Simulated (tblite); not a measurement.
Parent: `[SiH3:1][Si:2]1([SiH3:3])[SiH2:4][CH2:5][S:6]1`, CH10SSi4.

The geometries are computed with GFN2-xTB (gas phase). One conformer each, not checked by frequencies here.

| coordinate of the parent | value |
| --- | --- |
| Si1–Si2 | 2.342 Å |
| Si2–Si3 | 2.343 Å |
| Si2–Si4 | 2.358 Å |
| Si4–C5 | 1.917 Å |
| C5–S6 | 1.835 Å |
| Si2–S6 | 2.222 Å |
| Si1–Si2–Si3 | 115.6° |
| Si1–Si2–Si4 | 117.9° |
| Si1–Si2–S6 | 108.7° |
| Si3–Si2–Si4 | 118.5° |
| Si3–Si2–S6 | 108.5° |
| Si4–Si2–S6 | 80.9° |
| Si2–Si4–C5 | 84.2° |
| Si4–C5–S6 | 104.8° |
| Si2–S6–C5 | 90.1° |

Problem. How does the shared frame change in `[SiH3:1][Si@:2]1([SiH2:3][PH2:4])[SiH2:5][CH2:6][S:7]1` with Si1–Si2–Si3–P4 -42°, Si2–Si3–P4–H -71° and -164°, CH11PSSi4? Atoms pair as Si1 = Si3, Si2 = Si2, Si3 = Si1, Si4 = Si5, C5 = C6, S6 = S7 (parent first).

Solution. 
```json
{"parent": "Si1–Si2", "relative": "Si3–Si2", "value in the relative": "2.341 Å", "change": "-0.001"}
{"parent": "Si2–Si3", "relative": "Si2–Si1", "value in the relative": "2.355 Å", "change": "+0.012"}
{"parent": "Si2–Si4", "relative": "Si2–Si5", "value in the relative": "2.367 Å", "change": "+0.009"}
{"parent": "Si4–C5", "relative": "Si5–C6", "value in the relative": "1.917 Å", "change": "0.000"}
{"parent": "C5–S6", "relative": "C6–S7", "value in the relative": "1.835 Å", "change": "0.000"}
{"parent": "Si2–S6", "relative": "Si2–S7", "value in the relative": "2.212 Å", "change": "-0.010"}
{"parent": "Si1–Si2–Si3", "relative": "Si3–Si2–Si1", "value in the relative": "115.0°", "change": "-0.6"}
{"parent": "Si1–Si2–Si4", "relative": "Si3–Si2–Si5", "value in the relative": "117.4°", "change": "-0.5"}
{"parent": "Si1–Si2–S6", "relative": "Si3–Si2–S7", "value in the relative": "107.9°", "change": "-0.8"}
{"parent": "Si3–Si2–Si4", "relative": "Si1–Si2–Si5", "value in the relative": "118.9°", "change": "+0.4"}
{"parent": "Si3–Si2–S6", "relative": "Si1–Si2–S7", "value in the relative": "110.4°", "change": "+1.9"}
{"parent": "Si4–Si2–S6", "relative": "Si5–Si2–S7", "value in the relative": "81.0°", "change": "+0.1"}
{"parent": "Si2–Si4–C5", "relative": "Si2–Si5–C6", "value in the relative": "83.7°", "change": "-0.5"}
{"parent": "Si4–C5–S6", "relative": "Si5–C6–S7", "value in the relative": "105.0°", "change": "+0.2"}
{"parent": "Si2–S6–C5", "relative": "Si2–S7–C6", "value in the relative": "90.1°", "change": "0.0"}
```

Of the parent's bonds, Si2–Si3 changes most (+0.012 Å). Bonds of the relative outside the shared frame: Si3–P4 2.239 Å.

Problem. How does the shared frame change in `[OH:1][SiH2:2][Si@:3]1([SiH3:4])[SiH2:5][CH2:6][S:7]1` with H–O1–Si2–Si3 180°, O1–Si2–Si3–Si4 50°, CH10OSSi4? Atoms pair as Si1 = Si2, Si2 = Si3, Si3 = Si4, Si4 = Si5, C5 = C6, S6 = S7 (parent first).

Solution. 
| parent | relative | value in the relative | change |
| --- | --- | --- | --- |
| Si1–Si2 | Si2–Si3 | 2.314 Å | -0.028 |
| Si2–Si3 | Si3–Si4 | 2.355 Å | +0.012 |
| Si2–Si4 | Si3–Si5 | 2.362 Å | +0.004 |
| Si4–C5 | Si5–C6 | 1.917 Å | 0.000 |
| C5–S6 | C6–S7 | 1.833 Å | -0.002 |
| Si2–S6 | Si3–S7 | 2.219 Å | -0.003 |
| Si1–Si2–Si3 | Si2–Si3–Si4 | 114.5° | -1.1 |
| Si1–Si2–Si4 | Si2–Si3–Si5 | 119.3° | +1.4 |
| Si1–Si2–S6 | Si2–Si3–S7 | 111.0° | +2.3 |
| Si3–Si2–Si4 | Si4–Si3–Si5 | 116.7° | -1.8 |
| Si3–Si2–S6 | Si4–Si3–S7 | 108.7° | +0.2 |
| Si4–Si2–S6 | Si5–Si3–S7 | 80.9° | 0.0 |
| Si2–Si4–C5 | Si3–Si5–C6 | 83.7° | -0.5 |
| Si4–C5–S6 | Si5–C6–S7 | 105.0° | +0.2 |
| Si2–S6–C5 | Si3–S7–C6 | 89.8° | -0.3 |

Of the parent's bonds, Si1–Si2 changes most (-0.028 Å). Bonds of the relative outside the shared frame: O1–Si2 1.635 Å.

Problem. How does the shared frame change in `[SiH3:1][O:2][SiH2:3][Si@:4]1([SiH3:5])[SiH2:6][CH2:7][S:8]1` with Si1–O2–Si3–Si4 180°, O2–Si3–Si4–Si5 47°, CH12OSSi5? Atoms pair as Si1 = Si3, Si2 = Si4, Si3 = Si5, Si4 = Si6, C5 = C7, S6 = S8 (parent first).

Solution. 
```tsv
parent	relative	value in the relative	change
Si1–Si2	Si3–Si4	2.312 Å	-0.030
Si2–Si3	Si4–Si5	2.359 Å	+0.016
Si2–Si4	Si4–Si6	2.366 Å	+0.008
Si4–C5	Si6–C7	1.917 Å	0.000
C5–S6	C7–S8	1.834 Å	-0.001
Si2–S6	Si4–S8	2.219 Å	-0.003
Si1–Si2–Si3	Si3–Si4–Si5	114.8°	-0.8
Si1–Si2–Si4	Si3–Si4–Si6	120.0°	+2.1
Si1–Si2–S6	Si3–Si4–S8	110.9°	+2.2
Si3–Si2–Si4	Si5–Si4–Si6	115.2°	-3.3
Si3–Si2–S6	Si5–Si4–S8	109.4°	+0.9
Si4–Si2–S6	Si6–Si4–S8	80.9°	0.0
Si2–Si4–C5	Si4–Si6–C7	83.7°	-0.5
Si4–C5–S6	Si6–C7–S8	105.0°	+0.2
Si2–S6–C5	Si4–S8–C7	90.0°	-0.1
```

Of the parent's bonds, Si1–Si2 changes most (-0.030 Å). Bonds of the relative outside the shared frame: Si1–O2 1.618, O2–Si3 1.632 Å.

Problem. How does the shared frame change in `[CH3:1][SiH2:2][Si@@:3]1([SiH3:4])[SiH2:5][CH2:6][S:7]1` with C1–Si2–Si3–Si4 177°, C2H12SSi4? Atoms pair as Si1 = Si2, Si2 = Si3, Si3 = Si4, Si4 = Si5, C5 = C6, S6 = S7 (parent first).

Solution. 
| parent | relative | value in the relative | change |
| --- | --- | --- | --- |
| Si1–Si2 | Si2–Si3 | 2.351 Å | +0.009 |
| Si2–Si3 | Si3–Si4 | 2.337 Å | -0.006 |
| Si2–Si4 | Si3–Si5 | 2.360 Å | +0.002 |
| Si4–C5 | Si5–C6 | 1.917 Å | 0.000 |
| C5–S6 | C6–S7 | 1.835 Å | 0.000 |
| Si2–S6 | Si3–S7 | 2.227 Å | +0.005 |
| Si1–Si2–Si3 | Si2–Si3–Si4 | 117.8° | +2.2 |
| Si1–Si2–Si4 | Si2–Si3–Si5 | 116.4° | -1.5 |
| Si1–Si2–S6 | Si2–Si3–S7 | 107.6° | -1.1 |
| Si3–Si2–Si4 | Si4–Si3–Si5 | 118.1° | -0.4 |
| Si3–Si2–S6 | Si4–Si3–S7 | 108.5° | 0.0 |
| Si4–Si2–S6 | Si5–Si3–S7 | 80.7° | -0.2 |
| Si2–Si4–C5 | Si3–Si5–C6 | 84.3° | +0.1 |
| Si4–C5–S6 | Si5–C6–S7 | 104.8° | 0.0 |
| Si2–S6–C5 | Si3–S7–C6 | 90.1° | 0.0 |

Of the parent's bonds, Si1–Si2 changes most (+0.009 Å). Bonds of the relative outside the shared frame: C1–Si2 1.902 Å.

Problem. How does the shared frame change in `[F:1][CH:2]([F:3])[SiH2:4][Si@@:5]1([SiH3:6])[SiH2:7][CH2:8][S:9]1` with F1–C2–Si4–Si5 60°, C2–Si4–Si5–Si6 -61°, C2H10F2SSi4? Atoms pair as Si1 = Si4, Si2 = Si5, Si3 = Si6, Si4 = Si7, C5 = C8, S6 = S9 (parent first).

Solution. 
```json
{"parent": "Si1–Si2", "relative": "Si4–Si5", "value in the relative": "2.337 Å", "change": "-0.005"}
{"parent": "Si2–Si3", "relative": "Si5–Si6", "value in the relative": "2.359 Å", "change": "+0.016"}
{"parent": "Si2–Si4", "relative": "Si5–Si7", "value in the relative": "2.367 Å", "change": "+0.009"}
{"parent": "Si4–C5", "relative": "Si7–C8", "value in the relative": "1.921 Å", "change": "+0.004"}
{"parent": "C5–S6", "relative": "C8–S9", "value in the relative": "1.835 Å", "change": "0.000"}
{"parent": "Si2–S6", "relative": "Si5–S9", "value in the relative": "2.221 Å", "change": "-0.001"}
{"parent": "Si1–Si2–Si3", "relative": "Si4–Si5–Si6", "value in the relative": "115.2°", "change": "-0.4"}
{"parent": "Si1–Si2–Si4", "relative": "Si4–Si5–Si7", "value in the relative": "115.0°", "change": "-2.9"}
{"parent": "Si1–Si2–S6", "relative": "Si4–Si5–S9", "value in the relative": "107.9°", "change": "-0.8"}
{"parent": "Si3–Si2–Si4", "relative": "Si6–Si5–Si7", "value in the relative": "121.4°", "change": "+2.9"}
{"parent": "Si3–Si2–S6", "relative": "Si6–Si5–S9", "value in the relative": "109.7°", "change": "+1.2"}
{"parent": "Si4–Si2–S6", "relative": "Si7–Si5–S9", "value in the relative": "81.1°", "change": "+0.2"}
{"parent": "Si2–Si4–C5", "relative": "Si5–Si7–C8", "value in the relative": "83.6°", "change": "-0.6"}
{"parent": "Si4–C5–S6", "relative": "Si7–C8–S9", "value in the relative": "105.3°", "change": "+0.5"}
{"parent": "Si2–S6–C5", "relative": "Si5–S9–C8", "value in the relative": "89.9°", "change": "-0.2"}
```

Of the parent's bonds, Si2–Si3 changes most (+0.016 Å). Bonds of the relative outside the shared frame: F1–C2 1.369, C2–F3 1.370, C2–Si4 1.938 Å.
